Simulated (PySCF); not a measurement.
## Electronic structure of N(2+) (nitrogen, charge +2) at the UHF level

Configuration: [He] 2s1 2p1 3d1, one real determinant (an excited configuration). Computed with PySCF 2.14 in aug-cc-pVTZ with one added diffuse shell each of s, p, d, f type (6s5p4d3f, 62 functions), with no relativity, point nucleus.

| Property | Result |
| --- | --- |
| Total energy | -51.379928 hartree |
| One-electron energy | -62.1588 hartree |
| Hartree (Coulomb) energy | 16.2766 hartree |
| Exchange energy | -5.4978 hartree |
| Kinetic energy | 51.39115 hartree |
| ⟨S²⟩ | 3.7500 |
| ⟨L²⟩ | 8.006 |
| Sum of ⟨r⟩ | 5.841 bohr |
| Sum of ⟨r²⟩ | 15.09 bohr² |
| Traceless quadrupole moment −½Σ⟨3z² − r²⟩ along its main axis | 2.90 e·bohr² |
| Density at the nucleus (Gaussians lack the cusp) | 197 bohr⁻³ |
| Spin density at the nucleus | 6.94 bohr⁻³ |
| Langevin diamagnetic susceptibility | -11.9 ×10⁻⁶ cm³/mol |

```
shell  electrons  mean orbital energy (hartree)  rms radius, mean of both spins (bohr)
 1s α          1                      -17.73247                                  0.264
 1s β          1                      -17.58707                                  0.264
 2s α          1                       -2.56318                                   1.20
 2p α          1                       -2.19094                                   1.15
 3d α          1                       -0.52744                                   3.49
```

⟨L²⟩ = 8.01 against 12 for a pure F term, so this real determinant mixes terms. The outer electron is Rydberg-like, and this basis confines it to a smaller radius and binds it less than a complete one would.

Spin-orbit constants ζ (cm⁻¹) from the X2C one-electron operator on these orbitals (non-relativistic here): bare nucleus, nucleus screened by l(l+1)(2l+1)/3 electrons, and screened by the Breit-Pauli mean field of the electrons.

```json
{"shell": "2p", "bare": "222.7", "screened nucleus": "159.1", "mean field": "136.9"}
{"shell": "3d", "bare": "3.933", "screened nucleus": "1.686", "mean field": "1.568"}
```

To first order the Landé constant is A = 15.56 cm⁻¹, so the lowest level has J = 3/2 and lies 0.0116 eV below the centre of the term. This holds in LS coupling only.
